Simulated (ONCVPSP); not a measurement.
Ranking ONCV potentials for Cs

All share these settings but for the change named:

| Quantity | Value |
| --- | --- |
| Element | Cs |
| Generator | ONCVPSP 4.0.1 |
| Type | optimised norm-conserving Vanderbilt (ONCV) |
| Functional | LDA (Perdew-Wang 92) |
| Relativity | scalar-relativistic |
| Frozen core | [Kr] 4d10 |
| Valence charge | 9 |
| Reference configuration | 5s2 5p6 6s1 |
| Partial waves | 5s+6s: rc 2.70 bohr, ncon 4, nbas 8, qcut 4.5 1/bohr, 2 projectors; 5p: rc 3.40 bohr, ncon 4, nbas 7, qcut 4.9 1/bohr, 2 projectors, debl 3 Ha; d scattering state at 0.34 Ha: rc 3.00 bohr, ncon 5, nbas 9, qcut 3.1 1/bohr, 2 projectors, debl 0.8 Ha |
| Local potential | polynomial inside 2.40 bohr (lpopt 4, dvloc0 0 Ha) |
| Core correction | Teter function, fcfact 1.5, rcfact 1.2 |

In the d channel the program set the typed energies aside and used 0.050, 0.850 Ha.

Test errors are all-electron minus pseudo excitation energies from the reference, over 5s2 5p6 6s0; 5s2 5p6 6s0.5; 5s2 5p6 6s0 6p1; 5s2 5p5 6s1. None of these files shows a bound ghost.

The base gives 25.1 meV.

Of 9 variants that were run, those that failed, showed a ghost or another fault, or gave nearly equal values are left out.

A variant can come out equal or close to the base, since the largest error may sit in a test that the change hardly touches while other tests move.

Problem. Rank these variants by their largest absolute test error, smallest first.
A. all radii but the core radius scaled by about 0.78 (s 2.12, p 2.66, d 2.36 bohr); local potential polynomial inside 1.88 bohr (lpopt 4, dvloc0 0 Ha)
B. all radii but the core radius scaled by about 1.07 (s 2.88, p 3.64, d 3.20 bohr); local potential polynomial inside 2.56 bohr (lpopt 4, dvloc0 0 Ha)
C. all radii but the core radius scaled by about 0.95 (s 2.56, p 3.22, d 2.84 bohr); local potential polynomial inside 2.28 bohr (lpopt 4, dvloc0 0 Ha)
D. all radii but the core radius scaled by about 1.32 (s 3.56, p 4.48, d 3.94 bohr); local potential polynomial inside 3.16 bohr (lpopt 4, dvloc0 0 Ha)

Solution. A (11.1 meV), D (15.4 meV), B (19.5 meV), C (22.8 meV).
